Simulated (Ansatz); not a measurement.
CH6FNOSn (`C[O][SnH]([NH2])[F]`). The species carries charge 0 and has multiplicity 1. Sn takes the def2 core potential.

```xyz
11

C     1.640    0.678   -0.317
O     1.184   -0.651   -0.217
Sn   -0.723   -1.062   -0.224
N    -1.759   -0.022    1.142
F    -1.437   -0.371   -1.869
H     1.499    1.083   -1.325
H     2.710    0.688   -0.091
H     1.142    1.351    0.394
H    -0.865   -2.744   -0.208
H    -1.229    0.230    1.966
H    -2.162    0.819    0.749
```

Question: What are the harmonic wavenumbers in cm⁻¹ at PBE0-D4/def2-TZVP (Ansatz, finite differences of forces, unscaled)? (Estimate.)

Answer: Ansatz gave: 59, 69, 91, 123, 165, 195, 257, 523, 546, 555, 572, 617, 652, 848, 1113, 1176, 1193, 1475, 1491, 1499, 1558, 2021, 2996, 3059, 3097, 3545, 3644.

Question: Is this a minimum?

Answer: Yes, all 27 modes are real.

Question: Give the ideal-gas thermochemistry at 298.15 K and 1 bar (rigid rotor, harmonic oscillator; point group C1, symmetry number 1).

Answer: Zero-point energy 198.2 kJ/mol; H(298) − E = 223.6 kJ/mol; entropy 393.6 J/(mol·K), of which translation 174.0, rotation 114.7, vibration 104.9; G(298) − E = 106.3 kJ/mol. Modes under 100 cm⁻¹ are hindered rotations or soft bends, so the harmonic entropy is rough.

Question: And at 400, 500, 600, 800 and 1000 K?

Answer: 
```csv
T (K),H − E (kJ/mol),S (J/mol/K),G − E (kJ/mol)
400,237.1,432.3,64.2
500,252.0,465.4,19.3
600,268.2,494.9,-28.8
800,303.8,546.0,-133.0
1000,342.7,589.4,-246.7
```
